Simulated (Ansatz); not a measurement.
Species: sum formula ZrH₃F, net charge 0, singlet state. 
Geometry from a B3LYP-D3(BJ)/def2-TZVP (Ansatz, a quantum-chemistry and plane-wave program) optimisation:
```
Zr
F 1 1.8883
H 1 1.8511 2 108.67
H 1 1.8511 3 110.26 2 -119.00
H 1 1.8511 3 110.26 4 -122.00
```
Charge 0, spin multiplicity 1.

Computed values are from Ansatz. Correlated levels leave the core frozen unless marked. UHF or UKS for open shells. No spin-orbit coupling. Frozen are the shells of the preceding noble gas and the d and f shells that filled before the atom's block. Past Kr the def2 sets carry scalar-relativistic core potentials. CBS marks a two-point X^-3 extrapolation of the correlation energy; Hartree-Fock from the larger set. [CCSD(T)-MP2]/basis is that difference in the basis named.

```yaml
atomisation energy De: 373.2 kcal/mol at CCSD(T)/CBS(def2-TZVPPD,def2-QZVPPD)
vertical_triplet_singlet_gap: 4.19 eV at RI-MP2/CBS(def2-TZVPPD,def2-QZVPPD)+[CCSD(T)-MP2]/def2-TZVPPD
total_energy: -148.2697 Eh at CCSD(T)/CBS(def2-TZVPPD,def2-QZVPPD)
dipole_moment: 0.59 D at CCSD(T)/def2-SVPD
T1 diagnostic: 0.019 at CCSD/def2-QZVPPD
```
